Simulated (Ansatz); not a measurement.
Species: sum formula BNH$_{2}$Cl$_{2}$ (charge 0, singlet). 
Structure (B3LYP-D3(BJ)/def2-TZVP (Ansatz, an electronic-structure program) minimum search):
SMILES: NB(Cl)Cl
```xyz
6

B     -0.3399    -0.0733     0.0373
Cl     0.1805     1.5754    -0.3440
Cl     0.8739    -1.3479     0.2283
N     -1.6864    -0.3638     0.1851
H     -2.4032     0.3349     0.0837
H     -2.0181    -1.2886     0.4015
```
Charge 0, spin multiplicity 1.

Wanted: vertical triplet-singlet gap (E(triplet) - E(singlet); each state is the SCF solution reached for its spin), in eV. Valence correlation only, unless marked. Open shells are spin-unrestricted. Spin-orbit coupling is left out. Non-relativistic. CBS marks a two-point X^-3 extrapolation of the correlation energy; Hartree-Fock from the larger set. The bracket is a focal-point correction in the basis named.

| level | program | vertical triplet-singlet gap (eV) |
|---|---|---|
| HF/aug-cc-pV(D+d)Z | Ansatz | 6.04 |
| HF/aug-cc-pV(T+d)Z | Ansatz | 6.03 |
| HF/aug-cc-pV(Q+d)Z | Ansatz | 6.03 |
| r2SCAN/def2-TZVPD | Ansatz | 6.04 |

Question: Predict the RI-MP2/CBS(aug-cc-pV(T+d)Z,aug-cc-pV(Q+d)Z)+[CCSD(T)-MP2]/aug-cc-pV(T+d)Z result (Ansatz).

Answer: 6.76 eV, so r2SCAN/def2-TZVPD differs from it by -0.72 eV.
